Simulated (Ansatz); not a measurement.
Nudged elastic band run: CH$_{7}$NOSi

Input:

```yaml
crystal:
  periodic: [false, false, false]
  atoms:
    - { symbol: C, position_ang: [-1.13458, 0.88681, 0.23996] }
    - { symbol: Si, position_ang: [-0.00952, -0.599876, 0.127722] }
    - { symbol: "N", position_ang: [1.609374, -0.00453, 0.147485] }
    - { symbol: O, position_ang: [-0.245857, -1.508208, -1.239581] }
    - { symbol: H, position_ang: [-2.177239, 0.586549, 0.111199] }
    - { symbol: H, position_ang: [-1.055166, 1.381832, 1.212037] }
    - { symbol: H, position_ang: [-0.905863, 1.626612, -0.532568] }
    - { symbol: H, position_ang: [-0.327034, -1.574537, 1.206745] }
    - { symbol: H, position_ang: [2.394611, -0.630336, 0.25327] }
    - { symbol: H, position_ang: [1.815624, 0.89998, 0.544331] }
    - { symbol: H, position_ang: [0.100951, -1.121296, -2.0499] }
basis:
  gaussian: { orbitals: def2-mTZVP }
hamiltonian:
  xc: pbe0
neb:
  order_check: false
  images: 8
  f_tol: 0.05
  max_iterations: 60
  climbing: false
  final_atoms:
    - { symbol: C, position_ang: [-1.20810135, 0.90935765, 0.31698822] }
    - { symbol: Si, position_ang: [-0.00765525, -0.48689136, 0.04968041] }
    - { symbol: "N", position_ang: [1.6114025, 0.0145947, 0.33722872] }
    - { symbol: O, position_ang: [-0.32917871, -0.98958801, -1.50436724] }
    - { symbol: H, position_ang: [-2.23134235, 0.59515891, 0.09982467] }
    - { symbol: H, position_ang: [-1.16963674, 1.26740694, 1.34775748] }
    - { symbol: H, position_ang: [-0.9810196, 1.75351259, -0.34022478] }
    - { symbol: H, position_ang: [-0.20442219, -1.61802412, 1.00023675] }
    - { symbol: H, position_ang: [2.30054025, -0.61520897, 0.71747879] }
    - { symbol: H, position_ang: [2.041318, 0.78914116, -0.14590486] }
    - { symbol: H, position_ang: [0.24339642, -1.6764595, -1.85799815] }
  initial_path:
    images:
      - { positions_ang: [[-1.13458, 0.88681, 0.23996], [-0.00952, -0.599876, 0.127722], [1.609374, -0.00453, 0.147485], [-0.245857, -1.508208, -1.239581], [-2.177239, 0.586549, 0.111199], [-1.055166, 1.381832, 1.212037], [-0.905863, 1.626612, -0.532568], [-0.327034, -1.574537, 1.206745], [2.394611, -0.630336, 0.25327], [1.815624, 0.89998, 0.544331], [0.100951, -1.121296, -2.0499]] }
      - { positions_ang: [[-1.14655829, 0.89439837, 0.24923583], [-0.02479508, -0.56332657, 0.10565262], [1.58505718, 0.01720288, 0.1040208], [-0.22530251, -1.43804905, -1.28049532], [-2.19860143, 0.59337528, 0.14756069], [-1.05327662, 1.40807949, 1.21430961], [-0.95419638, 1.64485445, -0.53041427], [-0.27666511, -1.53437371, 1.18811622], [2.33554361, -0.64985553, 0.1724559], [1.8115311, 0.80631041, 0.62130198], [0.21256454, -1.23561601, -1.97104405]] }
      - { positions_ang: [[-1.15853659, 0.90198674, 0.25851166], [-0.04007015, -0.52677715, 0.08358325], [1.56074036, 0.03893576, 0.06055659], [-0.20474803, -1.3678901, -1.32140963], [-2.21996386, 0.60020157, 0.18392238], [-1.05138725, 1.43432698, 1.21658222], [-1.00252977, 1.6630969, -0.52826055], [-0.22629623, -1.49421041, 1.16948744], [2.27647622, -0.66937507, 0.0916418], [1.8074382, 0.71264081, 0.69827296], [0.32417809, -1.34993602, -1.89218811]] }
      - { positions_ang: [[-1.17051488, 0.9095751, 0.2677875], [-0.05534523, -0.49022772, 0.06151387], [1.53642354, 0.06066864, 0.01709239], [-0.18419354, -1.29773115, -1.36232395], [-2.24132629, 0.60702785, 0.22028407], [-1.04949787, 1.46057447, 1.21885483], [-1.05086315, 1.68133934, -0.52610682], [-0.17592734, -1.45404712, 1.15085866], [2.21740883, -0.6888946, 0.01082769], [1.8033453, 0.61897122, 0.77524394], [0.43579163, -1.46425602, -1.81333216]] }
      - { positions_ang: [[-1.18249317, 0.91716347, 0.27706333], [-0.0706203, -0.4536783, 0.03944449], [1.51210672, 0.08240152, -0.02637181], [-0.16363905, -1.2275722, -1.40323827], [-2.26268872, 0.61385413, 0.25664576], [-1.0476085, 1.48682196, 1.22112744], [-1.09919654, 1.69958179, -0.52395309], [-0.12555845, -1.41388382, 1.13222987], [2.15834143, -0.70841414, -0.06998641], [1.7992524, 0.52530162, 0.85221492], [0.54740518, -1.57857603, -1.73447622]] }
      - { positions_ang: [[-1.19066221, 0.91966877, 0.28562202], [-0.07041311, -0.44112445, 0.0307732], [1.51233211, 0.08452648, -0.00528918], [-0.17289702, -1.16994776, -1.43265896], [-2.26870021, 0.61481079, 0.25538194], [-1.06032747, 1.47410806, 1.23620749], [-1.10754727, 1.71368186, -0.50258162], [-0.11193492, -1.41871572, 1.10928451], [2.14788913, -0.70673335, -0.01840766], [1.82432951, 0.51298619, 0.77552204], [0.56323245, -1.64026086, -1.71315379]] }
      - { positions_ang: [[-1.195022, 0.91709099, 0.29346357], [-0.05472364, -0.45256618, 0.03550001], [1.53709971, 0.06704354, 0.0803403], [-0.21196744, -1.12485782, -1.45058603], [-2.25936074, 0.60989782, 0.21649262], [-1.08765478, 1.42243278, 1.26409499], [-1.07591535, 1.72363954, -0.46199241], [-0.13505673, -1.46854282, 1.08202257], [2.18605191, -0.68385226, 0.16556396], [1.87857664, 0.58202494, 0.54516532], [0.48327344, -1.64931052, -1.74936488]] }
      - { positions_ang: [[-1.19938178, 0.91451321, 0.30130512], [-0.03903418, -0.46400791, 0.04022681], [1.56186731, 0.04956059, 0.16596977], [-0.25103786, -1.07976788, -1.4685131], [-2.25002128, 0.60498485, 0.1776033], [-1.1149821, 1.3707575, 1.29198248], [-1.04428343, 1.73359722, -0.4214032], [-0.15817855, -1.51836992, 1.05476063], [2.22421469, -0.66097116, 0.34953557], [1.93282376, 0.65106368, 0.31480859], [0.40331444, -1.65836018, -1.78557597]] }
      - { positions_ang: [[-1.20374157, 0.91193543, 0.30914667], [-0.02334471, -0.47544963, 0.04495361], [1.5866349, 0.03207765, 0.25159925], [-0.29010829, -1.03467794, -1.48644017], [-2.24068182, 0.60007188, 0.13871399], [-1.14230942, 1.31908222, 1.31986998], [-1.01265151, 1.74355491, -0.38081399], [-0.18130037, -1.56819702, 1.02749869], [2.26237747, -0.63809006, 0.53350718], [1.98707088, 0.72010242, 0.08445187], [0.32335543, -1.66740984, -1.82178706]] }
      - { positions_ang: [[-1.20810135, 0.90935765, 0.31698822], [-0.00765525, -0.48689136, 0.04968041], [1.6114025, 0.0145947, 0.33722872], [-0.32917871, -0.98958801, -1.50436724], [-2.23134235, 0.59515891, 0.09982467], [-1.16963674, 1.26740694, 1.34775748], [-0.9810196, 1.75351259, -0.34022478], [-0.20442219, -1.61802412, 1.00023675], [2.30054025, -0.61520897, 0.71747879], [2.041318, 0.78914116, -0.14590486], [0.24339642, -1.6764595, -1.85799815]] }
```

Run as:

```bash
$ ansatz run input.yaml --threads 2 --pin off --max-ram 3072MiB --backend cpu --events-out ev --progress --plain --runs-dir out
```

Output, in part (warnings, iteration lines, the closing report on the highest movable image, with atoms numbered from 0):

```
NEB end point (image 0): max|allowed force component| = 8.377e-3 eV/Å (the criterion of neb.relax_end_points is 1.000e-2)
NEB end point (image 9): max|allowed force component| = 1.005e-2 eV/Å (the criterion of neb.relax_end_points is 1.000e-2)
NEB iter   1: max|band force component| = 3.042e1 eV/Å  barrier→ = 4.0647 eV  barrier← = 4.0774 eV  Δτ_max = 0.1981 Å  (254 SCF iters)
NEB iter   2: max|band force component| = 2.004e0 eV/Å  barrier→ = 0.2688 eV  barrier← = 0.2815 eV  Δτ_max = 0.1973 Å  (226 SCF iters)
NEB iter   3: max|band force component| = 8.540e-1 eV/Å  barrier→ = 0.1502 eV  barrier← = 0.1629 eV  Δτ_max = 0.1985 Å  (232 SCF iters)
NEB iter   4: max|band force component| = 9.432e-1 eV/Å  barrier→ = 0.0968 eV  barrier← = 0.1095 eV  Δτ_max = 0.1971 Å  (231 SCF iters)
NEB iter   5: max|band force component| = 1.027e0 eV/Å  barrier→ = 0.0618 eV  barrier← = 0.0745 eV  Δτ_max = 0.2000 Å  (226 SCF iters)
NEB iter   6: max|band force component| = 5.826e0 eV/Å  barrier→ = 0.6253 eV  barrier← = 0.6380 eV  Δτ_max = 0.1018 Å  (228 SCF iters)
NEB iter   7: max|band force component| = 1.471e0 eV/Å  barrier→ = 0.0547 eV  barrier← = 0.0673 eV  Δτ_max = 0.1477 Å  (234 SCF iters)
NEB iter   8: max|band force component| = 5.770e-1 eV/Å  barrier→ = 0.0300 eV  barrier← = 0.0427 eV  Δτ_max = 0.2000 Å  (232 SCF iters)
NEB iter   9: max|band force component| = 1.033e0 eV/Å  barrier→ = 0.0389 eV  barrier← = 0.0516 eV  Δτ_max = 0.0832 Å  (230 SCF iters)
NEB iter  10: max|band force component| = 1.717e-1 eV/Å  barrier→ = 0.0317 eV  barrier← = 0.0444 eV  Δτ_max = 0.0368 Å  (233 SCF iters)
NEB iter  11: max|band force component| = 1.314e-1 eV/Å  barrier→ = 0.0281 eV  barrier← = 0.0407 eV  Δτ_max = 0.0720 Å  (224 SCF iters)
NEB iter  12: max|band force component| = 1.153e-1 eV/Å  barrier→ = 0.0281 eV  barrier← = 0.0408 eV  Δτ_max = 0.0226 Å  (234 SCF iters)
NEB iter  13: max|band force component| = 3.477e-2 eV/Å  barrier→ = 0.0264 eV  barrier← = 0.0391 eV  Δτ_max = 0.0000 Å  (407 SCF iters)
Total energy: -12561.14897621 eV, -461.6137106232 hartree
Atom 0 at    -1.159243     0.898109     0.289523 Å, force    -0.006510     0.007734    -0.000980 eV/Å
Atom 1 at    -0.037856    -0.578363     0.087919 Å, force     0.021374    -0.013062    -0.007614 eV/Å
Atom 2 at     1.606261    -0.063594     0.147590 Å, force     0.003133     0.007579     0.015541 eV/Å
Atom 3 at    -0.368706    -1.339701    -1.351374 Å, force    -0.007714    -0.013023     0.005738 eV/Å
Atom 4 at    -2.201136     0.614280     0.122622 Å, force    -0.002607     0.001506    -0.003637 eV/Å
Atom 5 at    -1.086815     1.327700     1.292179 Å, force     0.003893    -0.007695    -0.006178 eV/Å
Atom 6 at    -0.920666     1.683397    -0.433851 Å, force     0.001429     0.000036    -0.002286 eV/Å
Atom 7 at    -0.284348    -1.594148     1.147177 Å, force    -0.006780     0.003255     0.001403 eV/Å
Atom 8 at     2.330320    -0.634020     0.556575 Å, force    -0.001039     0.002927    -0.016253 eV/Å
Atom 9 at     1.853168     0.913823     0.167286 Å, force    -0.001449    -0.006694     0.004110 eV/Å
Atom 10 at     0.334321    -1.284484    -2.004946 Å, force    -0.003731     0.017437     0.010157 eV/Å
Dipole moment:     0.382335     0.293680     0.083076 e Å
```

The run converged. No image climbed, so the highest image needn't sit at the top of the path.

Final band (atoms are numbered from 1 in the order of the input):

```tsv
image	path coordinate (Å)	energy (kJ/mol)	dihedral H8–Si2–O4–H11 (°)
0	0.00	0.0	-167
1	0.17	0.2	-161
2	0.34	0.9	-152
3	0.51	1.9	-141
4	0.67	2.5	-127
5	0.84	2.5	-114
6	1.01	1.6	-100
7	1.18	0.3	-87
8	1.35	-0.8	-75
9	1.52	-1.2	-63
```

Time of the run: 4.4 min on 2 threads of Arm Neoverse V1, with other jobs on the host, peak memory 0.23 GiB.
